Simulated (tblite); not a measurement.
C4H8BNSi.
Structure used (GFN2-xTB), in Å, numbered top down from 1:
```xyz
15
C4H8BNSi angstrom
B     -3.3571    0.2800   -0.8486
N     -2.2160   -0.2034   -0.0721
C     -1.3292   -0.5946    0.5473
C     -0.1792   -1.0505    1.2866
C      1.0292   -0.4576    0.7244
C      2.0166    0.0399    0.2489
Si     3.5402    0.8013   -0.4769
H     -3.7116    1.2853   -0.3140
H     -2.9379    0.4604   -1.9506
H     -4.1736   -0.5884   -0.7986
H     -0.1179   -2.1437    1.2291
H     -0.2823   -0.7596    2.3388
H      4.6160    0.6370    0.5032
H      3.8419    0.0870   -1.7176
H      3.2565    2.2147   -0.7219
```

All values are computed: GFN2-xTB (tblite) harmonic vibrations without scaling, gas phase. This tight-binding method is rough: wavenumbers can miss measured ones by several per cent, in bad cases by 10 to 20. Modes of hydrogen on boron and silicon can be 10 to 20 % off. The optimisation stopped once no atom felt more than 0.01 eV/Å.

Lowest wavenumbers of the output (negative numbers stand for imaginary wavenumbers):
```
mode    cm-1
  1     -32.9
  2       7.3
  3      45.0
  4     133.5
  5     136.6
  6     156.7
  7     195.9
  8     297.8
  9     312.9
 10     313.4
 11     443.5
 12     532.9
 13     537.1
 14     599.7
 15     715.0
```

Problem. Is this structure a minimum?

Solution. Not by this Hessian. 1 mode is imaginary beyond 20i (33i cm⁻¹), so at this level the point lies at or near a first-order saddle. The curvature is small, so loose convergence or finite differences may be the whole cause.

Problem. Which atoms move in the imaginary mode?

Solution. 33i: H13 (Si–H hydrogen) 33 %, H14 (Si–H hydrogen) 31 %, H15 (Si–H hydrogen) 31 %. These are shares of the mass-weighted motion.

Problem. What is the remedy?

Solution. Step along that mode in both directions, optimise again with tighter thresholds and repeat the frequencies. The zero-point energy of this point (61.9 kcal/mol) counts the 38 real modes alone, and thermal corrections from it aren't those of a minimum.

Hardware: an Arm Neoverse V2 with one thread, shared host with 32 logical CPUs at a one-minute load of 15. Cost: 0.36 s of wall time. This covers the Hessian and the dipole derivatives.
